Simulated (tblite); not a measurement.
Start geometry of `OC[C@@H]1CC[C@H]2CCC[C@H]21` from a force field or distance geometry (Å):
```
atom  x, y, z in Å
O1     2.8560    1.2130   -0.2641
C2     2.4769   -0.1174   -0.2671
C3     1.0741   -0.2508    0.2943
C4     0.7274   -1.7040    0.2636
C5    -0.7410   -1.7937    0.0077
C6    -1.1496   -0.5020   -0.6733
C7    -2.2593    0.1761    0.0906
C8    -1.7243    1.4773    0.6280
C9    -0.4539    1.7026   -0.1231
C10    0.0599    0.3852   -0.6075
H11    3.3495    1.4690    0.5278
H12    2.5761   -0.5653   -1.2691
H13    3.1660   -0.6900    0.4130
H14    1.0128    0.1045    1.3412
H15    0.9432   -2.1906    1.2326
H16    1.2777   -2.2869   -0.4858
H17   -1.2905   -1.8580    0.9682
H18   -1.0055   -2.6839   -0.6333
H19   -1.3929   -0.6476   -1.7418
H20   -3.0923    0.3401   -0.5890
H21   -2.5065   -0.4574    0.9649
H22   -1.5913    1.4218    1.7165
H23   -2.4219    2.3085    0.3590
H24    0.2851    2.2507    0.4771
H25   -0.6783    2.3488   -1.0015
H26    0.4814    0.5725   -1.6158
```

**Question.** What comes out of this run: GFN2-xTB geometry optimisation, gas phase in tblite 0.8.0?

**Answer.** 
```
atom  x, y, z in Å
O1     2.9697    1.2810   -0.1778
C2     2.5646   -0.0652   -0.2529
C3     1.1301   -0.2995    0.2202
C4     0.7466   -1.7801    0.2168
C5    -0.7764   -1.7423    0.2685
C6    -1.1604   -0.5801   -0.6576
C7    -2.3298    0.2615   -0.1347
C8    -1.6619    1.3595    0.6894
C9    -0.4387    1.7154   -0.1516
C10    0.0684    0.3664   -0.6740
H11    2.8768    1.5778    0.7345
H12    2.6635   -0.3391   -1.3062
H13    3.2467   -0.7016    0.3329
H14    1.0342    0.0877    1.2418
H15    1.1842   -2.3280    1.0508
H16    1.0820   -2.2415   -0.7138
H17   -1.1007   -1.5282    1.2882
H18   -1.2280   -2.6841   -0.0404
H19   -1.3738   -0.9646   -1.6566
H20   -2.8696    0.7109   -0.9696
H21   -3.0341   -0.3334    0.4458
H22   -1.3513    0.9647    1.6582
H23   -2.3163    2.2129    0.8618
H24    0.3230    2.2537    0.4104
H25   -0.7443    2.3439   -0.9895
H26    0.4745    0.4752   -1.6811
```

The energy falls by 0.854 eV over 124 L-BFGS steps, the largest force on an atom goes from 2.29 to 0.009 eV/Å, and the atoms move by 0.340 Å rms after alignment. The bond that changes most is C6–C10 (both ends sp3 carbon at a ring junction), which lengthens by 0.050 Å. Bonds longer at the end by more than 0.005 Å: 11 of 27; shorter: 14. Among the angles that change most is O1–C2–H12, from 111.6° to 105.4°. Among the dihedrals that turn most is H11–O1–C2–H13, from -23° to -65°. Rotational constants go from 2092, 1145, 826.1 to 2074, 1096, 803.3 MHz. The orientation of the end geometry is arbitrary; only internal coordinates are fixed.

Its GFN2-xTB frequencies are all real (lowest 46 cm⁻¹). The numbers are those of one conformer.

All values are computed, not measured.
